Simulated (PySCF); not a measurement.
**H (hydrogen, neutral) across methods**

1s1, 2S determinant. Calculation: PySCF 2.14, in x2c-QZVPPall with one added diffuse shell each of s, p, d type (5s4p3d1f, 39 functions); scalar relativity by spin-free X2C-1e.

| method | E (hartree) | mean ε 1s α (eV) | Σ⟨r²⟩ (bohr²) | ⟨S²⟩ |
| --- | --- | --- | --- | --- |
| LDA | -0.4787 | -7.319 | 3.388 | 0.750 |
| UHF | -0.49999 | -13.605 | 3.001 | 0.750 |
| BHandHLYP | -0.4988 | -10.473 | 3.103 | 0.750 |
| PBE | -0.5000 | -7.594 | 3.238 | 0.750 |
| r2SCAN0 | -0.5001 | -9.411 | 3.076 | 0.750 |
| PBE0 | -0.5013 | -9.130 | 3.157 | 0.750 |
| M06 | -0.5001 | -8.894 | 3.166 | 0.750 |
| r2SCAN | -0.5002 | -8.026 | 3.106 | 0.750 |

Estimate the same row for wB97M-V.

E (hartree) = -0.4947; mean ε 1s α (eV) = -11.186; Σ⟨r²⟩ (bohr²) = 3.380; ⟨S²⟩ = 0.750.

For one electron the Hartree and exchange-correlation energies should cancel; what remains is the self-interaction error.
